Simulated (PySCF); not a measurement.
# Excitation energy of B⁺ by level of theory

B⁺ [He] 2s2 (1S) → B⁺ [He] 2p2 (3P), as a difference of total energies. Computed with PySCF 2.14 in aug-cc-pVTZ with one added diffuse shell each of s, p, d, f type (6s5p4d3f, 62 functions), with the non-relativistic Hamiltonian (point nucleus). Correlated levels: valence: 1s2 frozen. The calculations carry no spin-orbit coupling.

```
           method  excitation energy (cm⁻¹)  error (cm⁻¹)
              UHF                     88454        -10472
              LDA                     80535        -18391
              PBE                     80904        -18023
             PBE0                     84170        -14757
           r2SCAN                     81650        -17276
          wB97M-V                     87697        -11229
           M06-2X                     90830         -8096
            wB97X                     85352        -13574
           B2PLYP                     89749         -9177
    MP2 (valence)                     94888         -4038
SCS-MP2 (valence)                     97452         -1475
```

Reference: 98926 cm⁻¹ (measured; NIST levels, between the centres of gravity of the two terms).

Errors of the correlated levels include the incompleteness of this basis and the frozen core.
